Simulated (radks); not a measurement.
Initial-state core-level shifts of the aluminium ion Al2+ when its valence configuration changes from [Ne] 3s1. Method: scalar-relativistic Kohn-Sham, BLYP, spin-polarised, spherical densities, finite nucleus; open shells are filled with parallel spins first; Fermi nuclear charge, rms radius 3.061 fm; computed with a radial shooting solver on a logarithmic mesh with Libxc functionals. Shifts are changes of the shell-averaged eigenvalues in eV (positive: less bound); the change of the density at the nucleus, which sets a Mossbauer isomer shift, is in e/bohr^3, on a base of 1505.

[
 {"valence": "3s0.5 3p0.5", "1s": "-0.750", "2s": "-0.745", "2p": "-0.736", "density at nucleus": "-2.2153"},
 {"valence": "3p1", "1s": "-1.494", "2s": "-1.483", "2p": "-1.464", "density at nucleus": "-4.4398"}
]
